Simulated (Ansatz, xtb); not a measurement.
**Two isomers of CH5BF3N**

Structure X is `C[NH2+][B-](F)(F)F`, a singlet and structure Y is `[NH3+]C[B-](F)(F)F`, a singlet. Both are isolated molecules in the gas phase, relaxed with PBE0-D4/def2-SVP.

Question: Estimate which is lower in electronic energy at CCSD(T)/def2-SVP + ΔMP2/def2-TZVPP, and by roughly how much.

Answer: The CCSD(T)/def2-SVP + ΔMP2/def2-TZVPP calculation puts structure X lower, by 31.4 kcal/mol.

Level by level:

| level | geometry | E(Y) − E(X) (kcal/mol) | departure from the last row (kcal/mol) | job, with rough time for the two |
| --- | --- | --- | --- | --- |
| GFN2-xTB | GFN2-xTB | +36.7 | +5.3 | optimisation, 0.12 s |
| HF/STO-3G | GFN2-xTB | +59.0 | +27.6 | single point, 0.36 s |
| r2SCAN-D4/def2-SVP | GFN2-xTB | +31.3 | −0.1 | single point, 4.4 s |
| PBE0-D4/def2-SVP | PBE0-D4/def2-SVP | +30.8 | −0.6 | optimisation, 32 s |
| HF/def2-SVP | PBE0-D4/def2-SVP | +35.7 | +4.2 | part of the CCSD(T) run |
| MP2/def2-SVP | PBE0-D4/def2-SVP | +33.1 | +1.7 | part of the CCSD(T) run |
| CCSD(T)/def2-SVP | PBE0-D4/def2-SVP | +33.0 | +1.6 | single point |
| CCSD(T)/def2-SVP + ΔMP2/def2-TZVPP | PBE0-D4/def2-SVP | +31.4 |  | single point, 54 s |

As drawn, Y has 1 C–B, 1 N–H in place of 1 B–N, 1 C–H.

None of the levels shown reverses the order. The largest departure from CCSD(T)/def2-SVP + ΔMP2/def2-TZVPP is that of HF/STO-3G, 27.6 kcal/mol. The last row adds to CCSD(T) the change of the MP2 difference between the two basis sets, here −1.6 kcal/mol.

With harmonic frequencies from PBE0-D4/def2-SVP (ideal gas, rigid rotor, one conformer each, 298.15 K, 1 atm): on the last row, ΔE + ΔZPE = +31.5, ΔH = +31.3, ΔG = +31.9 kcal/mol.

The correlated steps freeze 6 core orbitals. Run with Ansatz 0.2.0, xtb 6.7.1; the last row on 2 threads of Arm Neoverse V1 on a shared host.
